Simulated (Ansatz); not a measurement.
Ansatz (a first-principles code) input (PBE/STO-3G):

Ansatz 0.2 input:
```yaml
crystal:
  periodic: [false, false, false]
  atoms:
    - {symbol: Rb, position_ang: [-0.00000000, -0.00000000, -1.22824055]}
    - {symbol: Cl, position_ang: [0.00000000, 0.00000000, 2.67322944]}
basis:
  gaussian:
    orbitals: STO-3G
hamiltonian:
  xc: {name: PBE}
total_charge: 1
magnetization: {spin_polarized: true, initial_magnetization: 1}
output: {forces: true}
```

From the last part of the output:

```
WARN ansatz: RAYON_NUM_THREADS=1 ignored (pool sized by the plan → 1); use --threads N
Functional definition: PBE
integrals: 0.01 GiB planned
293 factors; integrals over basis functions are off by at most 3.1e-5 eV
mean field: 0.09 GiB planned
mean field evaluation 1: about -91502.4687 eV, gradient 1.7e1 eV
mean field evaluation 2: about -91285.6989 eV, gradient 4.2e1 eV
mean field evaluation 4: about -91524.6556 eV, gradient 2.0e0 eV
mean field evaluation 8: about -91524.6907 eV, gradient 7.6e-3 eV
mean field evaluation 16: about -91524.6907 eV, gradient 2.3e-7 eV
mean field evaluation 32: about -91524.6907 eV, gradient 6.0e-5 eV
mean field -91524.69067004 eV, -3363.4703444605 hartree, gradient 2.3e-7 eV, S^2 0.750039; 5 other end points of the search recorded, 0 dependent functions left out
the calculation of the forces begins
reference -91524.69069362 eV, -3363.4703453270 hartree; 27, 26 occupied and 4, 5 virtual orbitals, 293 factors
Total energy: -91524.69069362 eV, -3363.4703453270 hartree
Atom 0 at    -0.000000    -0.000000    -1.228241 Å, force     0.000000    -0.000000     0.257379 eV/Å
Atom 1 at     0.000000     0.000000     2.673229 Å, force     0.000000     0.000000    -0.257379 eV/Å
Dipole moment:    -0.000000     0.000000    -1.182381 e Å
```

The dipole moment of an ion depends on the origin.
